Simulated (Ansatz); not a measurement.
One geometry of Ge(OH)2H2 (GeO2H4), several levels of theory.

```yaml
crystal:
  periodic: [false, false, false]
  atoms:
    - {symbol: Ge, position_ang: [-0.289546, 0.180848, -0.358228]}
    - {symbol: O, position_ang: [-0.452303, 0.462936, 1.391887]}
    - {symbol: H, position_ang: [-0.753581, -0.320086, 1.863025]}
    - {symbol: O, position_ang: [1.427925, 0.038647, -0.781998]}
    - {symbol: H, position_ang: [1.863904, -0.686519, -0.322008]}
    - {symbol: H, position_ang: [-0.749767, 1.438885, -1.083276]}
    - {symbol: H, position_ang: [-1.046631, -1.114721, -0.709411]}
basis:
  gaussian: {orbitals: def2-SVP, initial_orbitals: start.molden}
hamiltonian: {xc: pbe, dispersion: d4}
scf: {omitted_lower_state_checks: [starts]}
output: {orbitals: {seedname: orbitals}}
```

The file start.molden holds the orbitals of an earlier run on this structure, at another level or in another basis.

```sh
$ ansatz run in.yaml --threads 4 --pin off --events-out ev --progress --plain --max-ram 3916MiB
```

Shortened log:

```
Functional definition: PBE
869 factors; their error is unknown
mean field evaluation 1: about -60654.6744 eV, gradient 1.1e1 eV
mean field evaluation 2: about -60654.9632 eV, gradient 2.3e-1 eV
mean field evaluation 4: about -60654.9198 eV, gradient 3.3e-4 eV
mean field -60654.91980717 eV, -2229.0271895322 hartree, gradient 1.0e-5 eV, S^2 0.000000; 0 other end points of the search recorded, 0 dependent functions left out
reference -60654.91983751 eV, -2229.0271906472 hartree; 26, 26 occupied and 54, 54 virtual orbitals, 869 factors
Total energy: -60655.01527973 eV, -2229.0306980843 hartree
Checks for a lower state left out: starts
```

It took 0.55 s on 4 threads of Arm Neoverse V1 on a shared host.

The first input with `gaussian: {orbitals: def2-TZVP, initial_orbitals: start.molden}` (abridged; 0.85 s):

```
Functional definition: PBE
mean field -60667.42420094 eV, -2229.4867175273 hartree, gradient 7.3e-6 eV, S^2 0.000000
Total energy: -60667.51967715 eV, -2229.4902262136 hartree
Checks for a lower state left out: starts
```

The first input with `gaussian: {orbitals: def2-TZVP, initial_orbitals: start.molden}`, `hamiltonian: {xc: {name: r2SCAN0}, dispersion: d4}` (abridged; 2.1 s):

```
Functional definition: r2SCAN0
mean field -60677.05860594 eV, -2229.8407753807 hartree, gradient 1.2e-5 eV, S^2 0.000000
Total energy: -60677.08444439 eV, -2229.8417249264 hartree
Checks for a lower state left out: starts
```

As the first input, with `gaussian: {orbitals: def2-TZVPD, initial_orbitals: start.molden}` (abridged; 1.4 s):

```
Functional definition: PBE
mean field -60667.54559851 eV, -2229.4911788058 hartree, gradient 2.0e-5 eV, S^2 0.000000
Total energy: -60667.64109199 eV, -2229.4946881264 hartree
Checks for a lower state left out: starts
```

First input, but with `gaussian: {orbitals: def2-TZVP, initial_orbitals: start.molden}`, `hamiltonian: {xc: {name: B2PLYP}}` and without the key `output` (abridged; 1.9 s):

```
Functional definition: B2PLYP
mean field -60661.23373342 eV, -2229.2592220421 hartree, gradient 3.0e-6 eV, S^2 0.000000
11 core orbitals not correlated: weight in the atoms' cores, before any rotation towards them, 1.000 or more for the frozen orbitals, at most 0.000 for the correlated occupied ones
second order -24.15392417 eV of doubles, -0.00000000 eV of singles
Total energy: -60667.75543523 eV, -2229.4988901632 hartree
Checks for a lower state left out: starts
```

First input, but with `gaussian: {orbitals: def2-TZVP, initial_orbitals: start.molden}`, `hamiltonian: {xc: r2scan, dispersion: d4}` (abridged; 1.9 s):

```
Functional definition: r2SCAN
mean field -60678.23112253 eV, -2229.8838645708 hartree, gradient 1.2e-5 eV, S^2 0.000000
Total energy: -60678.25311521 eV, -2229.8846727867 hartree
Checks for a lower state left out: starts
```

First input, but with `gaussian: {orbitals: 6-31G}`, `hamiltonian: {xc: {name: B3LYP}, dispersion: d4}` (abridged; 0.65 s):

```
Functional definition: B3LYP
mean field evaluation 16: about -60668.4512 eV, gradient 2.0e-5 eV
mean field -60668.45120985 eV, -2229.5244594088 hartree, gradient 2.0e-5 eV, S^2 0.000000
Total energy: -60668.60629110 eV, -2229.5301585395 hartree
Checks for a lower state left out: starts
```

Geometry: r2SCAN-D4/def2-TZVP.

The 6-31G sets use Cartesian d functions. B3LYP takes the VWN-RPA correlation. Correlated methods freeze 11 core orbitals; core or outer-core shells of Ge are correlated, in sets that lack core-valence functions.
